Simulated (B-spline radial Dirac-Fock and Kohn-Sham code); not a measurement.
**Electron momentum distribution of Pr¹³⁺: Compton profiles**

System: the Pr¹³⁺ ion in the configuration 1s2 2s2 2p6 3s2 3p6 3d10 4s2 4p6 4d10.

These are calculated numbers from an atomic code on a B-spline grid; the model is the impulse approximation on relativistic Hartree-Fock (Dirac-Fock) wave functions, averaged over the configuration. pz is in atomic units of momentum; subshell profiles are per electron, for a selection of subshells; open shells are spread over both j values by their weights.

```tsv
pz	J total	J 2p3/2	J 4s1/2	J 4d3/2	J 4d5/2
0	3.840	0.0253	0.227	0.116	0.118
0.31	3.827	0.0253	0.221	0.116	0.118
0.46	3.812	0.0253	0.214	0.116	0.118
0.67	3.779	0.0253	0.201	0.116	0.118
0.99	3.705	0.0253	0.175	0.116	0.117
1.4	3.563	0.0253	0.136	0.115	0.117
2.1	3.193	0.0252	0.0741	0.109	0.110
3.1	2.477	0.0252	0.0291	0.0838	0.0837
4.6	1.558	0.0250	0.0214	0.0357	0.0348
6.7	0.9732	0.0244	0.0128	0.00675	0.00647
9.8	0.5914	0.0223	0.00239	0.00341	0.00346
14	0.3094	0.0176	0.00175	0.00226	0.00222
21	0.1242	0.00934	0.000427	0.000500	0.000471
31	0.04476	0.00297	5.74e-05	5.38e-05	4.84e-05
45	0.01528	0.000574	4.70e-05	3.83e-06	3.22e-06
66	0.004493	6.71e-05	1.77e-05	< 1e-6	< 1e-6
97	0.001086	5.75e-06	3.97e-06	< 1e-6	< 1e-6
140	0.0002402	< 1e-6	< 1e-6	< 1e-6	< 1e-6
```

J(0) = 3.840. The 4d5/2 subshell gives the largest part, 18 %.

Mean momentum ⟨p⟩ by subshell (a.u.): 1s1/2 56.3, 2s1/2 20.0, 2p1/2 26.7, 2p3/2 24.8, 3s1/2 9.94, 3p1/2 11.9, 3p3/2 11.3, 3d3/2 13.6, 3d5/2 13.4, 4s1/2 5.05, 4p1/2 5.65, 4p3/2 5.45, 4d3/2 5.91, 4d5/2 5.84.
